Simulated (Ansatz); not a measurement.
HfCl₄, relaxed as a singlet with RKS PBE-D4/def2-SVP in Ansatz, starting from the GFN2-xTB geometry. Force threshold 0.02 eV/Å.

In the def2 sets Hf takes a core potential; there is no spin–orbit coupling.

Start:

```xyz
5

Hf   -0.001    0.000   -0.001
Cl    2.219    0.099   -0.306
Cl   -0.625   -2.142    0.247
Cl   -1.041    0.886   -1.780
Cl   -0.552    1.157    1.841
```

| step | energy (eV) | largest force component (eV/Å) | SCF passes |
| --- | --- | --- | --- |
| 1 | -51370.4728 | 1.978 | 21 |
| 2 | -51370.7848 | 0.529 | 32 |
| 3 | -51370.8192 | 0.025 | 26 |
| 4 | -51370.8193 | 0.000 | 29 |

Force components are those of the run's own axes.

End:

Cartesian coordinates in Å:
```
Hf -0.0001 0.0000 0.0000
Cl 2.3126 0.1033 -0.3200
Cl -0.6522 -2.2296 0.2560
Cl -1.0848 0.9212 -1.8538
Cl -0.5755 1.2051 1.9178
```

By distances, no bond broke or formed. The bond that changes most is Hf1–Cl2, from 2.24 to 2.34 Å (atoms count from 1).

No frequencies were taken in this run, so the end may be a saddle point.

It took 12 s on 2 threads of Arm Neoverse V2 on a shared host.
